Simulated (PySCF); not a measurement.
Input for PySCF: D3(BJ) and D4 dispersion corrections on C2H4N2 (a complex), monomers drawn apart or pushed together.

```python
from pyscf import gto
from pyscf.dispersion import dftd3, dftd4

mol = gto.M(
    atom='''
    C    -0.14217367    0.73372972   -0.10529668
    C     0.30826340   -0.51102443   -0.14968332
    H     0.36212425    1.54138089   -0.62195466
    H    -1.03482625    0.99602204    0.44960516
    H    -0.19744383   -1.31709268    0.36769379
    H     1.20052187   -0.77484138   -0.70456579
    N     0.03200935   -0.29060816    5.29006231
    N    -0.77967587   -0.71831014    4.70019520
    ''',
    basis='def2-svp',
    charge=0, spin=0, verbose=0, max_memory=1800)
d3, d4 = {}, {}
for xc in ['hf', 'pbe', 'blyp', 'revpbe', 'tpss', 'r2scan', 'b3lyp', 'pbe0', 'bhlyp', 'camb3lyp', 'b2plyp']:
    d3[xc] = float(dftd3.DFTD3Dispersion(mol, xc=xc, version='d3bj', atm=False).get_dispersion()['energy'])
    print(f'D3(BJ) {xc:10s} {d3[xc]:14.8f} Eh')
for xc in ['hf', 'pbe', 'blyp', 'revpbe', 'tpss', 'r2scan', 'b3lyp', 'pbe0', 'bhlyp', 'camb3lyp', 'b2plyp']:
    d4[xc] = float(dftd4.DFTD4Dispersion(mol, xc={'camb3lyp': 'cam-b3lyp'}.get(xc, xc), atm=True).get_dispersion()['energy'])
    print(f'D4     {xc:10s} {d4[xc]:14.8f} Eh')
```

Output:

```
D3(BJ) hf            -0.02996573 Eh
D3(BJ) pbe           -0.00298809 Eh
D3(BJ) blyp          -0.00611254 Eh
D3(BJ) revpbe        -0.00801358 Eh
D3(BJ) tpss          -0.00362235 Eh
D3(BJ) r2scan        -0.00084760 Eh
D3(BJ) b3lyp         -0.00495161 Eh
D3(BJ) pbe0          -0.00246638 Eh
D3(BJ) bhlyp         -0.00373143 Eh
D3(BJ) camb3lyp      -0.00209111 Eh
D3(BJ) b2plyp        -0.00217738 Eh
D4     hf            -0.00968075 Eh
D4     pbe           -0.00229983 Eh
D4     blyp          -0.00522968 Eh
D4     revpbe        -0.00880965 Eh
D4     tpss          -0.00309639 Eh
D4     r2scan        -0.00063332 Eh
D4     b3lyp         -0.00363133 Eh
D4     pbe0          -0.00190884 Eh
D4     bhlyp         -0.00242953 Eh
D4     camb3lyp      -0.00188496 Eh
D4     b2plyp        -0.00158813 Eh
```

The run finished.

Cost: roughly 0.03 core-seconds.
